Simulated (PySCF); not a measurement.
## Electron correlation in Fe⁺ (iron, charge +1)

[Ar] 3d5 4s1 5s1, high-spin 8S determinant (an excited configuration). All numbers are calculated (PySCF 2.14, the non-relativistic Hamiltonian (point nucleus), in aug-cc-pVTZ (8s7p5d3f2g, 93 functions)). Frozen: [Ar]; 7 electrons correlated.

```csv
level,correlation energy (mhartree)
CCSD,-95.46
(T),-1.14
CCSD(T),-96.60
```

Diagnostics: T1 = 0.0100, D1 = 0.0348, largest double amplitude 0.055.

The outer electron is Rydberg-like, and this basis confines it to a smaller radius and binds it less than a complete one would.

Cost of the coupled-cluster step: about 26 core-seconds, for 7 correlated electrons.
